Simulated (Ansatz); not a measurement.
CH3ClTe, SMILES `ClC[TeH]`, relaxed with RKS PBE0-D4/def2-TZVP in Ansatz from a PBE-D4/def2-SVP geometry. The force threshold is 0.005 eV/Å; the program also tests the step.

Charge 0, multiplicity 1. Te takes the def2 core potential.

Start:

```xyz
6

Cl    2.148    0.142    0.170
C     0.377    0.361    0.179
Te   -0.568   -1.428   -0.684
H     0.038    0.490    1.222
H     0.124    1.244   -0.433
H    -2.119   -0.807   -0.454
```

By how much does the energy fall, and how many steps does the optimiser take? (Estimate.)

Computed: 0.03 eV, in 5 steps, 1 of them rejected.

Which bonds change most? (Estimate.)

Computed: C2–Te3 from 2.200 to 2.155 Å; Te3–H6 from 1.686 to 1.661 Å; C2–H4 from 1.104 to 1.086 Å; C2–H5 from 1.104 to 1.086 Å.

Give the relaxed structure. (Estimate.)

Ansatz gave: 
```xyz
6

Cl    2.118    0.141    0.165
C     0.365    0.352    0.176
Te   -0.557   -1.403   -0.667
H     0.041    0.481    1.204
H     0.120    1.222   -0.426
H    -2.087   -0.792   -0.453
```
